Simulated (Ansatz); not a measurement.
Wavefunction ladder for BFH4O2Si (`O[SiH2]B(O)F`)

```json
{"atom": "O1", "x (Å)": "-1.160", "y (Å)": "1.785", "z (Å)": "0.330"}
{"atom": "Si2", "x (Å)": "-0.534", "y (Å)": "0.346", "z (Å)": "0.849"}
{"atom": "B3", "x (Å)": "0.606", "y (Å)": "-0.517", "z (Å)": "-0.599"}
{"atom": "O4", "x (Å)": "1.428", "y (Å)": "-1.549", "z (Å)": "-0.330"}
{"atom": "F5", "x (Å)": "0.531", "y (Å)": "-0.066", "z (Å)": "-1.862"}
{"atom": "H6", "x (Å)": "-1.423", "y (Å)": "1.840", "z (Å)": "-0.589"}
{"atom": "H7", "x (Å)": "0.264", "y (Å)": "0.648", "z (Å)": "2.063"}
{"atom": "H8", "x (Å)": "-1.614", "y (Å)": "-0.609", "z (Å)": "1.239"}
{"atom": "H9", "x (Å)": "1.902", "y (Å)": "-1.879", "z (Å)": "-1.102"}
```

Total charge 0; spin multiplicity 1. The structure was optimised at the PBE0-D4/def2-TZVP level. It is one conformer, not always the lowest. Frozen core, restricted reference, Ansatz. CBS rows extrapolate triple and quadruple zeta; past MP2 they add the triple-zeta difference.

```
     basis     HF (Eh)  MP2 corr.  CCSD corr.       (T)  CCSD(T) total
  def2-SVP           ?          ?    -0.76658  -0.01636              ?
def2-TZVPP  -565.40493   -0.94291           ?  -0.03261              ?
def2-QZVPP  -565.42700          ?           –         –              –
 CBS(def2)  -565.43004   -1.08190    -1.10806     as TZ     -566.57071
```

**Question.** Fill in the withheld values. (Best estimate.)

**Answer.** Computed: def2-SVP HF (Eh): -564.95003; def2-SVP MP2 corr.: -0.73208; def2-SVP CCSD(T) total: -565.73297; def2-TZVPP CCSD corr.: -0.96907; def2-TZVPP CCSD(T) total: -566.40661; def2-QZVPP MP2 corr.: -1.02275.
